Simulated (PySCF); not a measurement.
Computed shifts of a molecule C₄H₇NSi, KT2/pcSseg-1 (PySCF), GIAO, gas phase, atoms alike by connectivity averaged where their shifts nearly agree, in ppm (number of nuclei): ¹³C: 136.2 (1), 132.6 (1), 115.3 (1), 31.1 (1). ¹⁵N: 305.9 (1). ²⁹Si: -81.0 (1). ¹H: 6.56 (1), 4.51 (3), 2.41 (3). References: ¹³C against TMS (σ = 185.1 ppm); ¹⁵N against NH3 (σ = 266.2 ppm); ²⁹Si against TMS (σ = 361.9 ppm); ¹H against TMS (σ = 31.47 ppm), references at their B3LYP-D3(BJ)/def2-TZVP geometries, non-relativistic. Geometry optimised at B3LYP-D3(BJ)/def2-SVP. The geometry has at least one imaginary mode, so it is a saddle point at that level. The values are those of a single conformer.

Task: Pick the molecule that these values belong to.
A) C[SiH2]/C=C\C#N
B) C/C(C#N)=C/[SiH3]
C) C#C[SiH2]/N=C\C
D) [SiH3]n1cccc1

Result: B, C/C(C#N)=C/[SiH3]
